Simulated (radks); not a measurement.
Question: Tl+, 80 electrons, occupied as [Xe] 4f12 5d9 6s2 6p3 (not the ground configuration). All-electron calculation, Dirac Kohn-Sham, PBE, spin-unpolarised, spherical densities, finite nucleus; open shells are shared between the two j in proportion to 2j + 1; Fermi nuclear charge, rms radius 5.4759 fm. Program: a radial shooting solver on a logarithmic mesh with Libxc functionals. Some entries of the table are withheld. Estimate them.

| orbital | occ. | eigenvalue (eV) | <r> (bohr) | <r^2> (bohr^2) |
|---|---|---|---|---|
| 1s1/2 | 2 | -85486.26 | 0.01632 | 0.0003691 |
| 2s1/2 | 2 | -15256.29 | 0.06809 | 0.005551 |
| 2p1/2 | 2 | -14651.51 | 0.05590 | 0.003913 |
| 2p3/2 | 4 | -12586.67 | 0.06469 | 0.005097 |
| 3s1/2 | 2 | -3688.744 | 0.1770 | 0.03599 |
| 3p1/2 | 2 | -3414.910 | 0.1674 | 0.03273 |
| 3p3/2 | 4 | -2955.877 | 0.1835 | 0.03908 |
| 3d3/2 | 4 | -2502.060 | 0.1595 | 0.02987 |
| 3d5/2 | 6 | -2404.092 | 0.1644 | 0.03160 |
| 4s1/2 | 2 | -864.5083 | 0.3897 | 0.1715 |
| 4p1/2 | 2 | -746.2047 | (1) | (2) |
| 4p3/2 | 4 | -632.8328 | (3) | (4) |
| 4d3/2 | 4 | -439.2465 | 0.4285 | 0.2119 |
| 4d5/2 | 6 | -417.8730 | 0.4391 | 0.2223 |
| 4f5/2 | 5.14286 | -168.2744 | 0.4492 | 0.2401 |
| 5s1/2 | 2 | -164.2487 | 0.8527 | 0.8140 |
| 4f7/2 | 6.85714 | -163.3914 | 0.4549 | 0.2462 |
| 5p1/2 | 2 | -122.9361 | (5) | 0.9236 |
| 5p3/2 | 4 | -100.4076 | (6) | 1.101 |
| 5d3/2 | 3.6 | -41.5733 | 1.202 | 1.660 |
| 5d5/2 | 5.4 | -38.6473 | 1.239 | 1.766 |
| 6s1/2 | 2 | -23.5876 | 2.107 | 4.986 |
| 6p1/2 | 1 | -14.4782 | 2.502 | 7.097 |
| 6p3/2 | 2 | -12.0401 | 2.786 | 8.793 |

Answer: 
(1) 4p1/2 <r> (bohr): 0.3909
(2) 4p1/2 <r^2> (bohr^2): 0.1739
(3) 4p3/2 <r> (bohr): 0.4243
(4) 4p3/2 <r^2> (bohr^2): 0.2045
(5) 5p1/2 <r> (bohr): 0.9058
(6) 5p3/2 <r> (bohr): 0.9891
